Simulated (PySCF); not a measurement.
Species: C6H8F3P.
Cartesian coordinates in Å at the GFN2-xTB level; atoms count from 1:
```xyz
18
C6H8F3P angstrom
C     -2.418   -0.308    0.424
C     -1.036   -0.156   -0.111
C     -0.283   -1.149   -0.581
P      1.355   -0.636   -1.166
C      2.227   -0.857    0.514
F      2.431   -2.155    0.780
F      1.564   -0.352    1.569
F      3.431   -0.261    0.509
C      0.888    1.151   -0.924
C     -0.407    1.208   -0.102
H     -3.116    0.288   -0.162
H     -2.458    0.050    1.452
H     -2.735   -1.347    0.400
H     -0.596   -2.178   -0.651
H      0.727    1.564   -1.923
H      1.710    1.704   -0.467
H     -1.094    1.953   -0.507
H     -0.199    1.485    0.934
```

NICS is the negative of the GIAO shielding at a point without a nucleus: at the ring centre (0) and 1 Å above and below it (1); zz is the component along the ring normal. Level: GIAO PBE0/pcSseg-1 (PySCF, non-relativistic, gas phase) on the GFN2-xTB geometry, one conformer.

Ring bond lengths (Å), with Mayer bond orders in brackets: C2–C3 1.332 (1.80), C3–P4 1.813 (0.98), P4–C9 1.863 (0.98), C9–C10 1.535 (0.99), C10–C2 1.502 (1.02).

What do the NICS probes read (ppm)?

| ring | type | NICS(0) | NICS(1), two faces | NICS(1)zz, two faces | rms pucker (Å) | centre to ring atoms, mean (Å) |
| --- | --- | --- | --- | --- | --- | --- |
| C2–C3–P4–C9–C10 | 5-membered ring with P; formal bonds 1 double, 4 single | -2.7 | -4.3 / -2.6 | -5.0 / -6.0 | 0.07 | 1.36 |

What can be read from them?

- C2–C3–P4–C9–C10: mean NICS(1)zz -5.5 ppm, shielded. C9, C10 have four or more neighbours; no verdict on aromaticity is drawn.

At the first NICS(1) probe listed for ring C2–C3–P4–C9–C10, 1 Å off the ring, what do the in-plane components average?

The isotropic value is a third of the trace: (3 × -4.3 − (-5.0))/2 = -3.9 ppm.

What are the shieldings of the ring atoms and their hydrogens in the same run (means over atoms taken as equivalent)?

```csv
atoms,environment,σ isotropic (ppm)
C2,fully substituted alkene carbon,14.7
C3,alkene CH carbon,62.9
P4,phosphine phosphorus,310.6
C9,sp3 carbon bound to phosphorus,161.2
C10,allylic carbon,143.2
H14,vinylic hydrogen,25.85
H15 (×2),methylene hydrogen,29.48
H17 (×2),methylene hydrogen,28.95
```

Rough CPU time on one thread of a shared machine: about 2 min. This is the whole shielding run at PBE0/pcSseg-1, SCF included.
